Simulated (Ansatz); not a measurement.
CH₃GaS, SMILES `[CH2]1[S][GaH]1`, relaxed with RKS PBE0-D4/def2-TZVP in the Gaussian-basis code of Ansatz from a GFN2-xTB geometry. The force threshold is 0.005 eV/Å; the program also tests the step.

Charge 0, multiplicity 1.

Start:

```xyz
6

C    -0.083   -0.246   -0.795
S    -1.490   -0.458    0.623
Ga    0.450    0.449    0.982
H    -0.516    0.364   -1.585
H     0.157   -1.243   -1.159
H     1.483    1.133    1.933
```

```tsv
step	energy (eV)	largest force (eV/Å)	largest move (Å)
1	-64287.4804	1.102	0.000
2	-64287.5669	0.623	0.067
3	-64287.5886	0.784	0.091
4	-64287.5977	0.689	0.066
5	-64287.6175	0.034	0.028
6	-64287.6177	0.012	0.004
7	-64287.6177	0.001	0.002
```

End:

```xyz
6

C    -0.171   -0.273   -0.761
S    -1.445   -0.441    0.618
Ga    0.508    0.450    0.895
H    -0.494    0.388   -1.559
H     0.184   -1.231   -1.130
H     1.417    1.107    1.937
```

Run time 17 s (2 threads of an Arm Neoverse V2 on a shared host); peak host memory 0.3 GiB.
